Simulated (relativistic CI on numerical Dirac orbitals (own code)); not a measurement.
Be³⁺: q coefficients

These numbers are calculated, not measured: Dirac equation for one electron (own radial code, finite nucleus).

CI space: 1s, 2s, 2p. Levels of other configurations are missing.

With x = (α/α₀)² − 1 an excitation energy changes as ω = ω₀ + qx; K = 2q/ω₀ is the relative enhancement. Terms are leading LS components, so labels can repeat.

Lowest level 1s 2S_1/2.

| Level | ω₀ (cm⁻¹) | q (cm⁻¹) |
| --- | --- | --- |
| 2p 2P°_1/2 | 1317025 | 257.3 |
| 2s 2S_1/2 | 1317025 | 257.3 |
| 2p 2P°_3/2 | 1317118 | 350.9 |

Which transition from the lowest level has the largest |K|?

2p 2P°_3/2 at 1317118 cm⁻¹, K = 0.000533.
